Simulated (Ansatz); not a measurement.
`NB(F)F` at its PBE0-D4/def2-TZVP geometry, where that method's forces vanish. Total charge 0; spin multiplicity 1.

```xyz
6

N    -0.1089   -0.4316   -0.5992
B     0.0941    0.3733    0.5184
F    -0.8889    1.1133    1.0219
F     1.2781    0.4295    1.1207
H     0.6201   -0.9970   -0.9941
H    -0.9945   -0.4875   -1.0677
```

(1) What forces (eV/Å) does r2SCAN-D4/def2-TZVPP give on these atoms in Ansatz? (Best estimate.)

## Answers

(1) Ansatz gave: 
```
N1  -0.012 -0.048 -0.067
B2  -0.006 -0.023 -0.032
F3  -0.115  0.085  0.057
F4   0.138  0.005  0.068
H5  -0.007 -0.008 -0.013
H6   0.002 -0.011 -0.013
```
